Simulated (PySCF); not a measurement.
## Trend along group 14: MPb molecules

HF with double-zeta basis sets in PySCF, for the lowest determinant that a PBE0 search found; no spin–orbit coupling. De refers to high-spin ground-configuration atoms. A positive dipole means M(−)Pb(+).

| M | basis | reference | state (unpaired electrons) | Re (Å) | ωe (cm⁻¹) | De (eV) | μ (D) |
| --- | --- | --- | --- | --- | --- | --- | --- |
| Si | def2-SVP | UHF | triplet (π ↑↑) | 2.552 | 358 | 0.84 | 1.69 |
| Ge | def2-SVP | UHF | triplet (π ↑↑) | 2.611 | 234 | 0.77 | 1.49 |
| Sn | def2-SVP | UHF | triplet (π ↑↑) | 2.794 | 185 | 0.64 | 0.79 |
| Pb | def2-SVP | UHF | triplet (π ↑↑) | 2.860 | 153 | 0.49 | n/a |

**Question.** By what factor does the well depth vary along the series?

**Answer.** At HF it runs from 0.49 eV (Pb2) to 0.84 eV (SiPb), a factor of 1.71.

Down a group the atoms grow and get heavier, so bonds lengthen and wavenumbers fall; this series shows no clear exception.

These are scalar-relativistic numbers at best; spin–orbit coupling would shift them, the dissociation energy most. Hartree–Fock leaves out correlation, which carries a large part of most bond energies and some tenths to 1 eV of ionisation energies. States were picked by a PBE0 search and need not be the measured ground states.
